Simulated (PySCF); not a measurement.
# Spin states and ions at one geometry of [TaO2Br2]−

PySCF 2.14.0, RKS PBE, Ta def2-SVP with ECP60, O def2-SVP, Br def2-SVP; non-relativistic Hamiltonian with scalar-relativistic core potentials where named; density fitting; no spin-orbit coupling; singlets restricted, open shells unrestricted. The geometry is relaxed for charge -1, singlet, vacuum:

```xyz
5

Ta    0.0000    0.0000    0.4552
O     0.9994    0.9994    1.5173
O    -0.9994   -0.9994    1.5173
Br    1.5146   -1.5146   -0.9509
Br   -1.5146    1.5146   -0.9509
```

Energies count from the relaxed state; an electron taken off or put on is at rest in vacuum. Charges and spins are Mulliken's.

```json
{"state": "charge -1, singlet, vacuum", "energy (eV)": "0.00", "spin squared": "0.00", "charge on Ta1 (e)": "0.59", "spin on Ta1 (e)": "0.00", "dipole about the centre of mass (D)": "2.92"}
{"state": "charge -1, triplet, vacuum", "energy (eV)": "4.27", "spin squared": "2.01", "charge on Ta1 (e)": "0.43", "spin on Ta1 (e)": "0.77", "dipole about the centre of mass (D)": "0.94"}
```

Q: What does the state charge 0, doublet, vacuum give?

A: energy (eV) 4.85, spin squared 0.76, charge on Ta1 (e) 0.81, spin on Ta1 (e) -0.15, dipole about the centre of mass (D) 1.32.

With an electron taken off (doublet) the charges change, summed by element, by Ta +0.22 e, O +0.34 e, Br +0.44 e. The vertical ionisation energy is 4.85 eV, against −ε(HOMO) = 1.71 eV of the relaxed state. The level lies 3.1 eV too high, as is usual for semilocal functionals and global hybrids, which keep a self-interaction error.

Open shells may have lower solutions than those found.
